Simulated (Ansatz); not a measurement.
Reactions of `C[S][Al]([CH3])[F]`.

Isolated molecules relaxed with PBE0-D4/def2-TZVP in Ansatz; ΔE leaves out vibrations. CCSD(T)/CBS adds triple-zeta CCSD(T) − MP2 to the extrapolated MP2 energy (def2 sets, frozen cores). This one scheme is used for every species. DFT in def2-TZVPP. B3LYP here is the variant with VWN-RPA as its local correlation; programs differ in this. For Se outer-core shells are correlated without core-valence functions, which leaves a few kJ/mol of doubt a bond. Scalar relativity is left out up to krypton. One conformer a species, not always the lowest.

```
                                                                reaction  HF/CBS(def2) (kcal/mol)  r2SCAN-D4 (kcal/mol)  B3LYP-D4 (kcal/mol)  CCSD(T)/CBS(def2) (kcal/mol)
                      `C[S][Al]([CH3])[F]` + H₂ → `[CH3][AlH][S]C` + H–F                     39.4                  42.0                 41.0                          40.2
               `C[S][Al]([CH3])[F]` + SiH₄ → `C[S][Al]([F])[SiH3]` + CH₄                     -0.6                  -3.1                 -2.7                          -2.4
              `C[S][Al]([CH3])[F]` + CH₄ → `[CH3][Al]([CH3])[F]` + CH₃SH                     26.1                  27.4                 26.7                          26.9
`C[S][Al]([CH3])[F]` + `S[SiH2][SeH]` → `CS[SiH2][SeH]` + `C[S][AlH][F]`                     13.1                  14.1                 13.0                          13.4
          `C[S][Al]([CH3])[F]` + `CC(C)CO` → `C[S][AlH][F]` + `CCC(C)CO`                     10.7                  13.0                 12.1                          11.7
```

Largest T1 diagnostic: 0.013, for `C[S][Al]([F])[SiH3]`.
